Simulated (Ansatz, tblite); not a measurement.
Cost and result up the ladder for (ClBe-mu-H)2 (Be₂H₂Cl₂) (6 atoms). Total charge 0; singlet. Geometry: PBE-D4/def2-TZVP.

Cartesian coordinates in Å:
```
Be 0.7895 0.1697 0.5745
Cl 2.2428 0.4821 1.6320
H 0.4907 -0.9001 -0.4086
Be -0.7894 -0.1694 -0.5747
Cl -2.2424 -0.4818 -1.6326
H -0.4912 0.8995 0.4094
```

Ansatz on 4 threads of Arm Neoverse V1 on a shared host; xTB runs through tblite on one thread. Times are rough, summed over both states, and most runs start from the orbitals of an earlier one. PBE0-D4/def2-TZVP serves as the yardstick here, not as an exact answer. The other state is a triplet.

The xTB rows come from tblite.

xTB has no spin-polarisation term.

| level | functions | vertical triplet (eV) | difference from PBE0-D4/def2-TZVP (eV) |
| --- | --- | --- | --- |
| PBE0-D4/def2-TZVP | 124 | 4.63 | 0.00 |
| GFN1-xTB | 30 | 4.81 | 0.19 |
| GFN2-xTB | 28 | 4.59 | -0.03 |
| r2SCAN-D4/def2-TZVP | 124 | 4.36 | -0.27 |
| PBE-D4/def2-TZVP (with forces) | 124 | 4.13 | -0.50 |

(1) Estimate how long each takes.

## Answers

(1) GFN1-xTB 0.007 s; GFN2-xTB 0.007 s; PBE-D4/def2-TZVP (with forces) 2.3 s; PBE0-D4/def2-TZVP 3 s; r2SCAN-D4/def2-TZVP 5.3 s. On shared hardware such times vary by a factor of up to 3.
